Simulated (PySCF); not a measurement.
## Unknown compound

Molecular formula: C$_{5}$H$_{7}$F$_{3}$OSi. Simulated spectra:

$^{1}$H NMR (500 MHz, computed): δ 6.96 (m, 1H), 5.47 (m, 1H), 4.04 (s, 3H), 1.76 (m, 1H), 1.63 (m, 1H).

$^{13}$C{$^{1}$H} NMR (computed): δ 178.1 (C), 137.0 (C), 113.8 (CH), 54.8 (CH3), 12.1 (CH2).

Theory: shieldings: GIAO PBE0/pcSseg-1, structure optimised with GFN2-xTB, in PySCF 2.14 (a single conformation, fast rotation and ring inversion assumed for equivalent nuclei, no relativistic terms, gas phase).

δ = σ(ref) − σ, references computed at the same level: $^{1}$H, $^{13}$C vs TMS.

Choose the structure that fits.
A. CO[Si@@H]1CC(C(F)F)=C1F
B. CC(=O)/C([SiH3])=C\C(F)(F)F
C. O=C/C([SiH3])=C\C(F)(F)CF

Answers

A. 

- The formula gives 2 degrees of unsaturation (1 ring in the answer).
- 5 carbon signals for 5 carbons: no two carbons are equivalent.
- Carbon types of the structure: 2 × C, 1 × CH, 1 × CH2, 1 × CH3, leaving 1 H on heteroatoms.
- δC 178.1, 137.0: fully substituted alkene carbon.
- δC 113.8: allylic sp3 CH bonded to 2 F; 2 electronegative neighbours deshield it.
- δC 54.8: methyl carbon bonded to O; the inductive effect lowers its shielding.
- δH 4.04: hydrogen on a methyl carbon bonded to O; its carbon carries O, hence the downfield position.
- δH 1.76, 1.63: hydrogen on an allylic sp3 CH2 bonded to Si; allylic position.

The others: CC(=O)/C([SiH3])=C\C(F)(F)F would give 3 signals for carbon-bound and other non-exchanging H, not 5; O=C/C([SiH3])=C\C(F)(F)CF would give 4 signals for carbon-bound and other non-exchanging H, not 5.

Splittings by $^{19}$F in the carbon and heteronuclear signals aren't shown, as no couplings were computed. Shifts are as computed. Against solution values, carbons near 30 ppm lie about +3 ppm off and those near 130 ppm about +5 ppm. Of 1211 compounds with measured shifts, 218 miss one by over three times the rms of a fit or turn the order of signals round; such compounds aren't used in these exercises. Multiplicities follow the n + 1 count of equivalent neighbours, as no J values were calculated; m marks all less simple cases, F and P coupling included.
